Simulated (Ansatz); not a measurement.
`[SiH3][Se][GaH][Cl]` + H₂S → `[SH][GaH][Cl]` + `[SiH3][SeH]` at 500 K and 1 bar (ligand exchange at a Ga–Se bond).

Calculated with Ansatz (gas phase, PBE0-D4/def2-TZVP geometries, no zero-point term in ΔE). CCSD(T)/CBS adds triple-zeta CCSD(T) − MP2 to the extrapolated MP2 energy (def2 sets, frozen cores). This one scheme is used for every species. For Ga, Se outer-core shells are correlated without core-valence functions, which leaves a few kJ/mol of doubt a bond. Scalar relativity is left out up to krypton. One conformer a species, not always the lowest.

```json
{"species": "`[SiH3][Se][GaH][Cl]`", "CCSD(T)/CBS energy (Eh)": "-5076.01837", "H − E (kJ/mol)": "138.8", "S (J/(mol·K))": "458.0"}
{"species": "H₂S", "CCSD(T)/CBS energy (Eh)": "-398.97279", "H − E (kJ/mol)": "57.0", "S (J/(mol·K))": "224.0"}
{"species": "`[SH][GaH][Cl]`", "CCSD(T)/CBS energy (Eh)": "-2782.78263", "H − E (kJ/mol)": "78.4", "S (J/(mol·K))": "355.6"}
{"species": "`[SiH3][SeH]`", "CCSD(T)/CBS energy (Eh)": "-2692.20088", "H − E (kJ/mol)": "115.2", "S (J/(mol·K))": "325.5"}
```

H − E and S are ideal-gas, rigid-rotor, harmonic terms from PBE0-D4/def2-TZVP, for one conformer and one mirror image of each species. 1 Eh = 2625.50 kJ/mol, R = 8.31446 J/(mol·K).

Task: By hand: ΔE, ΔH, ΔS and ΔG.

Result: ΔE = (-2782.78263) + (-2692.20088) − (-5076.01837) − (-398.97279) = 0.00765 Eh = 20.1 kJ/mol. Δ(H − E) = 78.4 + 115.2 − 138.8 − 57.0 = -2.2, so ΔH = 17.9 kJ/mol. ΔS = 355.6 + 325.5 − 458.0 − 224.0 = -0.9 J/(mol·K). ΔG = 17.9 − 500 × (-0.9)/1000 = 18.3 kJ/mol.

Task: By hand: the equilibrium constant, and the temperature at which ΔG would vanish if ΔH and ΔS stayed fixed.

Result: log₁₀ K = −ΔG/(RT ln 10) = -1.9. ΔH and −TΔS have one sign here, so there is no such temperature.

The number of gas molecules stays the same, so ΔS is small and ΔH decides. A doubt of 5 kJ/mol in ΔE shifts log₁₀ K by 0.5 here. Other conformers and mirror images would add mixing entropy, several J/(mol·K) or more a flexible species. Modes under 60 cm⁻¹, often nearly free rotors, make the harmonic entropy too high. These are equilibria of isolated gas molecules and say nothing of rates. Largest T1 diagnostic: 0.012 (customary marks: 0.02 for closed shells, 0.045 for open ones).

ΔS is within the doubt of such terms, so its sign, and with it that verdict, could turn.
